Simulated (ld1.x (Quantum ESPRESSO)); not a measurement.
u(r) = r·R(r): atom against pseudo-atom (iodine (I))

Columns: radius, all-electron u(r) and pseudo u(r) of the 5s shell (level -17.41 eV) of iodine in the configuration [Kr] 4d10 5s2 5p5; PBE, scalar-relativistic, TM scheme, ld1.x (Quantum ESPRESSO) 7.5.

```tsv
r (bohr)	all-electron	pseudo
0.108	-0.1187	0.0456
0.215	0.2686	0.0890
0.322	0.1153	0.1293
0.430	-0.2177	0.1659
0.538	-0.4044	0.1990
0.645	-0.3954	0.2309
0.752	-0.2524	0.2665
0.860	-0.0450	0.3122
0.968	0.1724	0.3741
1.075	0.3670	0.4552
1.182	0.5276	0.5529
1.290	0.6511	0.6542
1.398	0.7379	0.7379
1.505	0.7922	0.7922
1.612	0.8203	0.8203
1.720	0.8271	0.8271
1.828	0.8169	0.8169
1.935	0.7942	0.7942
2.042	0.7625	0.7625
2.150	0.7242	0.7242
2.258	0.6817	0.6817
2.365	0.6376	0.6376
2.472	0.5927	0.5927
2.580	0.5478	0.5478
2.688	0.5040	0.5040
2.795	0.4623	0.4623
```

(1) How many radial nodes do the two functions have?

(2) At about which radius was the pseudo-wave matched?

(3) Is the pseudo-wave norm-conserving?

Answers

(1) The all-electron 5s function has n − l − 1 = 4 (the table is too coarse to show those close to the nucleus); the pseudo-wave has 0, since the states of the same l below it are removed with the core.

(2) 1.45 bohr, where the columns begin to agree (steps of 0.11 bohr).

(3) Yes: the TM scheme keeps the norm inside the radius equal to the all-electron one, which fixes the energy derivative of the logarithmic derivative at the level.
